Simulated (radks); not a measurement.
The numbers below are computed, except where a source is named.
Problem. Neutral hydrogen, 1s1. Level of theory: non-relativistic Kohn-Sham, exchange-only B88, spin-polarised, spherical densities, point nucleus (a radial shooting solver on a logarithmic mesh with Libxc functionals). Every spin shell is full or empty, so the densities are truly spherical. Functionals are evaluated on that one density, not self-consistently. Rank these orbital-free kinetic functionals by their error against the exact value of the orbitals, and give that value: Thomas-Fermi, von Weizsacker, TF + vW/9, TF + vW/5, APBEK, revAPBEK, Perdew 92, Thakkar, Pearson, LKT, PG1, Ernzerhof.

Solution. Exact: 0.497914 hartree. From best to worst, with 100 (|E| - |E exact|)/|E exact| (equal figures are ties): von Weizsacker 0.00, APBEK +1.39, Thakkar +1.75, TF + vW/9 +1.93, Perdew 92 +1.96, revAPBEK +2.28, Pearson -3.04, Ernzerhof +5.55, Thomas-Fermi -9.18, TF + vW/5 +10.82, PG1 +53.98, LKT +61.44.
